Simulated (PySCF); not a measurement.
Polarisability and C₆ of Si (silicon, neutral)

[Ne] 3s2 3p2, high-spin 3P determinant. All numbers are calculated (PySCF 2.14, no relativity, point nucleus, in def2-TZVPPD). Coupled (time-dependent) response in atomic units; α is the mean over directions.

| method | mean α (bohr³) | α xx, yy, zz | C₆ (like pair) | S(−4) |
| --- | --- | --- | --- | --- |
| UHF | 37.89 | 32.35, 40.66, 40.66 | 309.7 | 530.9 |
| PBE | 39.24 | 32.78, 42.47, 42.47 | 315.7 | 647.9 |
| PBE0 | 38.28 | 32.30, 41.27, 41.27 | 308.5 | 583.5 |
| M06-2X | 38.69 | 32.01, 42.03, 42.03 | 306.4 | 611.4 |
| M06-L | 41.15 | 33.38, 45.03, 45.03 | 345.7 | 679.8 |

S(−4) is the Cauchy moment in α(ω) = α(0) + S(−4) ω² + …

Reference α: 37.3 ± 0.7 bohr³ (recommended; Schwerdtfeger and Nagle, table of static dipole polarizabilities (2023 update)). Published C₆: 305.0 (Chu and Dalgarno (2004); Tang, Norbeck and Certain (1976)).

α(iu) at M06-L:

```
u (hartree)  α(iu) (bohr³)
          0          41.15
     0.0500          39.54
      0.100          35.54
      0.200          26.03
      0.300          18.58
      0.500          10.15
      0.750          5.577
       1.00          3.495
       1.50          1.763
       2.00          1.085
       3.00         0.5606
       5.00         0.2550
```

The components differ because the open shell of this determinant is not spherical; for a pure term their mean is the scalar polarisability.
